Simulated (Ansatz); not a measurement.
C2H6AlN (`[CH3][AlH][CH]=N`). The species carries charge 0 and has multiplicity 1.

```xyz
10

C    -0.587    1.311   -1.010
Al   -0.644    0.295    0.644
C     0.597   -1.238    0.869
N     1.384   -1.446   -0.115
H    -1.552    1.281   -1.526
H     0.177    0.919   -1.684
H    -0.372    2.368   -0.820
H    -1.646    0.640    1.834
H     0.638   -1.887    1.761
H     2.005   -2.245    0.048
```

List the harmonic frequencies (cm⁻¹, unscaled) at PBE0-D4/def2-TZVP in Ansatz. (An estimate is asked.)

Ansatz gave: 32, 59, 122, 296, 360, 552, 557, 583, 686, 694, 773, 1173, 1195, 1213, 1402, 1435, 1444, 1642, 1898, 2946, 3037, 3107, 3141, 3381.

Is this a minimum?

Yes, all 24 modes are real.

Give the ideal-gas thermochemistry at 298.15 K and 1 bar (rigid rotor, harmonic oscillator; point group Cs, symmetry number 1).

Zero-point energy 189.8 kJ/mol; H(298) − E = 210.4 kJ/mol; entropy 345.7 J/(mol·K), of which translation 162.0, rotation 106.7, vibration 77.0; G(298) − E = 107.4 kJ/mol. Modes under 100 cm⁻¹ are hindered rotations or soft bends, so the harmonic entropy is rough.
